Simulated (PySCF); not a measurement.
The group X on allenyl-X is varied. Gas-phase values, no solvent. One relaxed conformer stands for each flexible species; it need not be the lowest. Strings in code marks are SMILES.

Quantity: electronic energy of isomers of C4H6O relative to `C=C=CCO`, in kcal/mol.

Case: `C=C=COC`. Geometry of `C=C=COC` (neutral, multiplicity 1, Å):

```xyz
11

C      1.8124    -0.4530    -0.8777
C      0.8621     0.3547    -0.5061
C     -0.0630     1.2104    -0.1549
O     -1.2210     0.9423     0.4926
C     -1.4257    -0.4158     0.8102
H      2.6543    -0.6811    -0.2284
H      1.8047    -0.9333    -1.8532
H      0.0392     2.2681    -0.3723
H     -2.3846    -0.4749     1.3217
H     -0.6302    -0.7879     1.4647
H     -1.4482    -1.0297    -0.0965
```

Task: Give the electronic energy of isomers of C4H6O relative to `C=C=CCO` at the level ωB97X-D3(BJ)/def2-TZVP // PBE0-D3(BJ)/def2-TZVP (PySCF).

Result: 8.36 kcal/mol.
